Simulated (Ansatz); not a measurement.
Consider the redistribution: `F[SiH2][SbH2]` + `CO[CH2][AlH][OH]` → `[OH][AlH][CH2]O[SiH2]F` + `[CH3][SbH2]`.

Computed with Ansatz on PBE0-D4/def2-TZVP structures; ΔE is electronic, products minus reactants. CCSD(T)/CBS is the MP2 limit (def2-TZVPP, def2-QZVPP) plus CCSD(T) − MP2 in def2-TZVPP, frozen cores. Functionals use def2-TZVPP. def2 core potentials past Kr. For Sb outer-core shells are correlated without core-valence functions, which leaves a few kJ/mol of doubt a bond. Each species was taken in one conformer, which may not be the lowest.

(1) Is it downhill or uphill in electronic energy at CCSD(T)/CBS, and by how much? (Best estimate.)

(2) What do these levels give: B2PLYP, PBE0, HF/def2-QZVPP, MP2/def2-QZVPP, HF/CBS(def2), CCSD/CBS(def2)? (Best estimate.)

Largest T1 diagnostic among the species: 0.013.

## Answers

(1) The calculation gave: Downhill: ΔE = -146.7 kJ/mol.

(2) The calculation gave: B2PLYP -145.1, PBE0 -126.6, HF/def2-QZVPP -153.9, MP2/def2-QZVPP -154.4, HF/CBS(def2) -154.2, CCSD/CBS(def2) -148.0 kJ/mol.

From PBE to PBE0 (25 % exact exchange), in def2-TZVPP and without D4, ΔE moves by −6.3 kJ/mol.
